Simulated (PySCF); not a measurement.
C3H9Ge (SMILES C[CH][CH2][GeH3]), doublet (typed; the unrestricted solution is spin-contaminated), at a GFN2-xTB geometry, with bond 7-1 at 1.8 times its length.

The PySCF input:
```python
from pyscf import gto, scf

mol = gto.M(
    atom='''
C     2.341588    1.088337   -0.232543
C     1.813086   -0.212453    0.235146
C     0.571285   -0.283754    0.990091
Ge   -1.074531   -0.176960   -0.196416
H     3.391747    1.010313   -0.507028
H     2.229698    1.853583    0.536823
H     1.357683    1.729417   -1.826198
H     2.222002   -1.116305   -0.184952
H     0.485135   -1.220316    1.542918
H     0.477787    0.549384    1.690090
H    -1.128612   -1.309313   -1.176367
H    -1.069103    1.077905   -1.016006
H    -2.374402   -0.179787    0.561568
''',
    basis='sto-3g',
    charge=0,
    spin=1,
    verbose=4,
)

mf = scf.UHF(mol)
mf.kernel()
mo_i, mo_e, stable_i, stable_e = mf.stability(internal=True, external=True, return_status=True, nroots=6, tol=1e-6)
print('internally stable:', stable_i, ' externally stable:', stable_e)
if not stable_i:
    umf = mf.copy()
    umf.scf_summary = {}
    umf.kernel(umf.make_rdm1(mo_i, mf.mo_occ))
```

### Question
What does this run give for the Mulliken (on the basis functions themselves) charges in atom order, <S^2>, total energy, nuclear repulsion energy?

### Answer

The Mulliken (on the basis functions themselves) charges in atom order is C1 -0.11, C2 -0.04, C3 -0.25, Ge4 0.56, H5 0.05, H6 0.05, H7 -0.01, H8 0.05, H9 0.06, H10 0.06, H11 -0.14, H12 -0.13, H13 -0.13 and the <S^2> comes out as 1.333. The total energy is -2169.0503 Eh and the nuclear repulsion energy comes out as 256.2673 Eh.

These values belong to the state on which the SCF converged, which isn't shown to be the lowest.
